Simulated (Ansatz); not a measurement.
A search over several starts for the lowest SCF solution of the cluster Au₃O⁺ at the given spin, in a small basis.

```yaml
crystal:
  periodic: [false, false, false]
  atoms:
    - {symbol: Au, position_ang: [-1.579060, -0.219966, 0.633174]}
    - {symbol: Au, position_ang: [1.670031, 0.002449, -0.392264]}
    - {symbol: Au, position_ang: [-0.477505, 1.143498, -1.264626]}
    - {symbol: O, position_ang: [0.386534, -0.925981, 1.023717]}
basis:
  gaussian: {orbitals: def2-SVP, initial_orbitals: start.molden}
total_charge: 1
magnetization: {spin_polarized: true, initial_magnetization: 4}
hamiltonian: {xc: pbe0, dispersion: d4}
output: {orbitals: {seedname: orbitals}}
```

The file start.molden holds the orbitals of an earlier run on this structure, at another level or in another basis.

```sh
$ ansatz run in.yaml --threads 4 --pin off --events-out ev --progress --plain --max-ram 3916MiB
```

Shortened log:

```
Functional definition: PBE0
1104 factors; integrals over basis functions are off by at most 2.5e-4 eV
mean field evaluation 1: about -13110.9327 eV, gradient 3.7e0 eV
mean field evaluation 2: about -13111.0256 eV, gradient 2.1e-1 eV
mean field evaluation 4: about -13111.2595 eV, gradient 4.9e-3 eV
mean field evaluation 8: about -13102.7853 eV, gradient 4.4e1 eV
mean field evaluation 16: about -13111.0234 eV, gradient 6.4e-1 eV
mean field evaluation 32: about -13111.2595 eV, gradient 4.5e-5 eV
mean field -13111.25945819 eV, -481.8298979575 hartree, gradient 5.2e-5 eV, S^2 6.018885; 5 other end points of the search recorded, 0 dependent functions left out
reference -13111.25949506 eV, -481.8298993124 hartree; 34, 30 occupied and 76, 80 virtual orbitals, 1104 factors
Total energy: -13111.41120399 eV, -481.8354745130 hartree
```

It took 6.5 s on 4 threads of Arm Neoverse V2 on a shared host.

In the def2 sets Au takes a core potential; there is no spin–orbit coupling. At PBE0-D4/def2-TZVP a singlet of charge 1 lies 2.37 eV below the quintet, each at its own geometry. The structure comes from a short search, and lower isomers may exist.
